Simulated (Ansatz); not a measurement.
Geometry optimisation, Ansatz 0.2.0, UKS PBE0-D4/6-31G*.

Input file:

```yaml
crystal:
  periodic: [false, false, false]
  atoms:
    - { symbol: Si, position_ang: [0.0, 0.0, 0.0] }
    - { symbol: F, position_ang: [0.0, 0.0, 1.84] }
    - { symbol: F, position_ang: [1.4994, 0.0, -0.5295] }
    - { symbol: F, position_ang: [-0.7489, 1.2974, -0.5295] }
    - { symbol: F, position_ang: [-0.7489, -1.2974, -0.5295] }
    - { symbol: H, position_ang: [0.0, 0.0, 3.06] }
magnetization:
  spin_polarized: true
  initial_magnetization: 1
basis:
  gaussian: { orbitals: "6-31G*" }
hamiltonian:
  xc: pbe0
  dispersion: d4
relax:
  f_tol: 0.15
  max_steps: 25
  restrain:
    - { distance: [1, 5], at: 2.12, k: 30.0 }
    - { distance: [0, 1], at: 1.59, k: 30.0 }
```

Launched with:

```bash
$ ansatz run input.yaml --threads 2 --pin off --max-ram 3072MiB --backend cpu --events-out ev --progress --plain --runs-dir out
```

Q: Where does it end, and by what steps?

A: The forces met the threshold. The restraints hold the end off the free minimum; the threshold counts their pulls, which the force column leaves out. Restrained pairs: F2–H6 (1.22 → 2.13 Å), Si1–F2 (1.84 → 1.58 Å). After 4 steps the energy has fallen by 1.897 eV (the restraints' own energy left out); H6 moved furthest, 0.58 Å.

```
step  energy less start (eV)  largest force component (eV/Å)  accepted
   0                  0.0000                           3.783       yes
   1                 -1.2225                           4.487       yes
   2                 -1.6820                           3.178       yes
   3                 -1.8857                           0.374       yes
   4                 -1.8972                           0.549       yes
```

```xyz
6
Properties=species:S:1:pos:R:3
Si 0.040 0.000 -0.060
F 0.214 0.000 1.512
F 1.460 0.000 -0.741
F -0.755 1.286 -0.501
F -0.755 -1.286 -0.501
H -0.201 0.000 3.602
```

The run took 13 s on 2 threads of Arm Neoverse V2 (shared host), peak memory 0.21 GiB.
